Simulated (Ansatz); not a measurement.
`CC(=O)SCCCCc1ccc2ccc3cccc4ccc1c2c34` with charge -1. The state is a doublet with charge -1. Geometry PBE-D4/def2-SVP; atoms count from 1.

```csv
atom,x (Å),y (Å),z (Å)
C1,1.0885,-7.8342,-0.9887
C2,1.1264,-6.3394,-1.2172
O3,0.3276,-5.7354,-1.9299
S4,2.4681,-5.5358,-0.2937
C5,2.1289,-3.7863,-0.6941
C6,1.6429,-2.9773,0.5115
C7,1.5180,-1.4723,0.2309
C8,0.4573,-1.0882,-0.8215
C9,0.2713,0.4029,-0.9652
C10,0.8819,1.0887,-2.0299
C11,0.7892,2.4744,-2.1842
C12,0.0587,3.2595,-1.2440
C13,-0.0625,4.6759,-1.3570
C14,-0.7827,5.4199,-0.4310
C15,-1.4344,4.7984,0.6750
C16,-2.1817,5.5402,1.6408
C17,-2.8064,4.8895,2.7122
C18,-2.7178,3.5006,2.8663
C19,-1.9839,2.7116,1.9279
C20,-1.8675,1.2967,2.0375
C21,-1.1447,0.5488,1.1134
C22,-0.4811,1.1579,0.0049
C23,-0.5847,2.5927,-0.1377
C24,-1.3320,3.3652,0.8185
H25,1.0250,-8.3572,-1.9675
H26,0.1716,-8.1064,-0.4179
H27,1.9729,-8.2002,-0.4310
H28,3.0631,-3.3548,-1.1122
H29,1.3680,-3.8297,-1.5038
H30,2.3419,-3.1356,1.3622
H31,0.6617,-3.3856,0.8415
H32,2.5036,-1.0682,-0.0924
H33,1.2792,-0.9494,1.1812
H34,0.7460,-1.5124,-1.8073
H35,-0.5041,-1.5835,-0.5513
H36,1.4525,0.5007,-2.7705
H37,1.2764,2.9772,-3.0354
H38,0.4334,5.1761,-2.2060
H39,-0.8629,6.5147,-0.5391
H40,-2.2572,6.6339,1.5268
H41,-3.3785,5.4814,3.4472
H42,-3.2130,2.9956,3.7116
H43,-2.3687,0.7928,2.8810
H44,-1.0905,-0.5432,1.2382
```

Single mean-field runs in def2-TZVP are fitted with def2-universal-jkfit. The highest occupied level of the relaxed charge -1 doublet lies above zero (up to 0.61 eV). By energy differences its removal costs 0.46 eV (each at its own geometry, to the charge 0 singlet, at PBE0-D4/def2-TZVP); self-interaction error and the lack of diffuse functions both raise the level.

**Question.** Estimate the Mulliken populations of the heavy atoms from the PBE0/def2-TZVP orbitals of Ansatz.

**Answer.** 
```tsv
atom	charge (e)	spin (α − β)
C1	-0.37	0.00
C2	0.22	0.02
O3	-0.34	0.01
S4	-0.12	0.00
C5	-0.19	0.00
C6	-0.17	0.00
C7	-0.23	0.01
C8	-0.33	-0.03
C9	0.21	0.25
C10	-0.22	-0.11
C11	-0.29	0.25
C12	0.13	-0.01
C13	-0.24	0.06
C14	-0.27	0.07
C15	0.17	-0.01
C16	-0.28	0.26
C17	-0.09	-0.11
C18	-0.28	0.26
C19	0.16	-0.02
C20	-0.30	0.10
C21	-0.31	0.07
C22	0.09	-0.01
C23	0.09	-0.01
C24	0.06	-0.01
```
Mulliken values and Mayer orders depend strongly on the basis.

**Question.** Where does the spin sit?

**Answer.** Summed by element: C 1.03, O 0.01, S 0.00, H -0.04, of 1 unpaired in all. Largest on single atoms: C18 0.26, C16 0.26, C11 0.25.

**Question.** And the Mayer bond orders between bonded heavy atoms (over 0.3)?

**Answer.** C1–C2 0.98 (1.51 Å); C2–O3 1.93 (1.23 Å); C2–S4 1.19 (1.82 Å); S4–C5 0.97 (1.83 Å); C5–C6 0.99 (1.53 Å); C6–C7 0.96 (1.54 Å); C7–C8 0.99 (1.54 Å); C8–C9 0.90 (1.51 Å); C9–C10 1.34 (1.41 Å); C9–C22 1.23 (1.44 Å); C10–C11 1.42 (1.40 Å); C11–C12 1.19 (1.43 Å); C12–C13 1.23 (1.43 Å); C12–C23 1.24 (1.44 Å); C13–C14 1.44 (1.39 Å); C14–C15 1.23 (1.43 Å); C15–C16 1.21 (1.43 Å); C15–C24 1.23 (1.44 Å); C16–C17 1.40 (1.40 Å); C17–C18 1.40 (1.40 Å); C18–C19 1.22 (1.43 Å); C19–C20 1.24 (1.42 Å); C19–C24 1.22 (1.44 Å); C20–C21 1.49 (1.39 Å); C21–C22 1.19 (1.43 Å); C22–C23 1.23 (1.45 Å); C23–C24 1.12 (1.44 Å).
